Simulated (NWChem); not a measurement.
Species: AlSiH$_{4}$O$_{3}$Cl; SMILES [OH][Al]([OH])[O][SiH2]Cl

```xyz
10

Si    -0.0459    -1.4396    -0.9320
Cl     0.1309    -2.4640     0.8620
O      0.1982     0.1523    -0.6723
Al    -0.0088     1.6862     0.0274
O     -1.5820     2.2322     0.3146
O      1.3146     2.6705     0.4012
H     -1.4122    -1.7029    -1.4555
H      0.9969    -1.9694    -1.8489
H     -1.7838     3.0865     0.6989
H      2.2354     2.4383     0.2769
```
Atoms are numbered in this order, from 1.

Level: PBE0/def2-SVP (NWChem), optimised geometry, unscaled harmonic frequencies. 

**Question.** List the harmonic frequencies with IR intensities, and the thermochemistry.

**Answer.** 
| frequency (cm⁻¹) | IR intensity (km/mol) |
|---|---|
| 5 | 0.4 |
| 30 | 1.1 |
| 52 | 2.1 |
| 213 | 28.8 |
| 237 | 12.0 |
| 250 | 23.0 |
| 311 | 4.7 |
| 339 | 290.1 |
| 355 | 28.6 |
| 500 | 54.4 |
| 558 | 136.3 |
| 584 | 88.7 |
| 604 | 196.3 |
| 642 | 60.4 |
| 739 | 26.5 |
| 843 | 101.8 |
| 926 | 286.1 |
| 972 | 122.3 |
| 976 | 137.7 |
| 1142 | 586.3 |
| 2269 | 100.6 |
| 2272 | 143.8 |
| 3988 | 128.9 |
| 3995 | 97.2 |

- zero-point energy = 32.6 kcal/mol
- thermal correction to the enthalpy at 298.15 K (with zero-point energy) = 39.0 kcal/mol
- heat capacity Cv = 30.4 cal/(mol K)
- entropy at 298.15 K and 1 atm (symmetry number 1) = 102.7 cal/(mol K)
- dipole moment = 2.08 D

Rigid rotor and harmonic oscillator; modes under 100 cm⁻¹ make the entropy uncertain.
